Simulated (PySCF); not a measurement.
# Stretching PrSi

Set-up: basis Pr x2c-TZVPall, Si x2c-TZVPall; spin-free X2C with a Gaussian nucleus; PySCF 2.14. Energies in eV from Pr (4f3 6s2) + Si in their ground configurations at the same level. State: Ms = 2.5 determinant of mixed spin, about 2.8 electrons in the 4f shell (Mulliken), real f orbitals that mix terms.

All columns are PBE0. A positive dipole means Pr(−)Si(+).

```tsv
R (Å)	E (eV)	μ (D)	Mulliken charge on Pr (basis-dependent)	HOMO (eV)	LUMO (eV)	Mayer bond order	⟨S²⟩
2.434	-1.605	-4.16	0.35	-4.05	-2.35	2.13	8.85
2.547	-1.885	-4.56	0.37	-4.02	-2.17	2.08	8.81
2.660	-2.021	-4.57	0.38	-3.93	-2.06	2.01	8.78
2.745	-2.071	-3.90	0.37	-3.90	-2.11	1.81	8.94
2.830	-2.087	-3.80	0.36	-3.93	-2.14	1.66	9.07
2.915	-2.072	-3.93	0.36	-3.96	-2.16	1.54	9.15
3.028	-2.016	-4.23	0.37	-4.00	-2.20	1.42	9.24
3.170	-1.904	-4.70	0.38	-4.06	-2.25	1.31	9.31
3.339	-1.732	-5.28	0.39	-4.13	-2.32	1.20	9.36
3.566	-1.474	-5.97	0.40	-4.24	-2.42	1.08	9.38
```

A fit through these points gives, at Re = 2.831 Å, μ = -3.78 D and dμ/dR = -0.590 D/Å; the reduced mass is 23.34 u.

Q: How strong is the fundamental in the double-harmonic approximation, I = 42.26·(dμ/dR)²/μred km/mol?

A: I = 42.26·(-0.590)²/23.34 = 0.630 km/mol at PBE0.

⟨S²⟩ of the unrestricted solution departs from its pure value on part of the curve, where spin states mix. Spin–orbit coupling is left out, which matters for elements this heavy, above all for dissociation energies. With d or f electrons several states lie close, and the lowest PBE0 determinant need not be the measured ground state.
